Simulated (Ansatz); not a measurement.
Start from `FC(F)(F)CBr` and change one atom or group to get `FC(F)(F)C(Cl)Cl`.

Ansatz, PBE0-D4/def2-TZVP geometries, multiplicity 1. 

Scalar relativity is left out up to krypton. Spin–orbit coupling is left out; it splits and shifts lone-pair levels of the heavy atoms by tenths of an eV.

```tsv
property	`FC(F)(F)CBr`
zero-point energy (PBE0-D4/def2-TZVP) / kJ/mol	113.9
HOMO energy (ωB97M-V/def2-TZVPP) / eV	-10.80
HOMO–LUMO gap (PBE/def2-TZVPP) / eV	5.63
LUMO energy (PBE/def2-TZVPP) / eV	-1.54
HOMO energy (B3LYP/def2-TZVPP) / eV	-8.26
size of the dipole moment (PBE/def2-TZVPP) / D	1.72
```

Q: What does the change do to each property? (Estimate.)

A: The calculation gave: 
```json
{"property": "zero-point energy (PBE0-D4/def2-TZVP) / kJ/mol", "`FC(F)(F)C(Cl)Cl`": "90.7", "shift": "-23.2"}
{"property": "HOMO energy (ωB97M-V/def2-TZVPP) / eV", "`FC(F)(F)C(Cl)Cl`": "-11.55", "shift": "-0.75"}
{"property": "HOMO–LUMO gap (PBE/def2-TZVPP) / eV", "`FC(F)(F)C(Cl)Cl`": "6.29", "shift": "0.66"}
{"property": "LUMO energy (PBE/def2-TZVPP) / eV", "`FC(F)(F)C(Cl)Cl`": "-1.52", "shift": "0.02"}
{"property": "HOMO energy (B3LYP/def2-TZVPP) / eV", "`FC(F)(F)C(Cl)Cl`": "-9.00", "shift": "-0.74"}
{"property": "size of the dipole moment (PBE/def2-TZVPP) / D", "`FC(F)(F)C(Cl)Cl`": "1.20", "shift": "-0.52"}
```

With PBE0 the HOMO falls by 0.76 eV and the LUMO rises by 0.10 eV, so the gap widens by about 0.86 eV. PBE moves the HOMO by -0.64 eV and ωB97M-V by -0.75 eV. Dipoles are sizes alone; their direction can turn.

B3LYP here is the variant with VWN-RPA as its local correlation; programs differ in this.
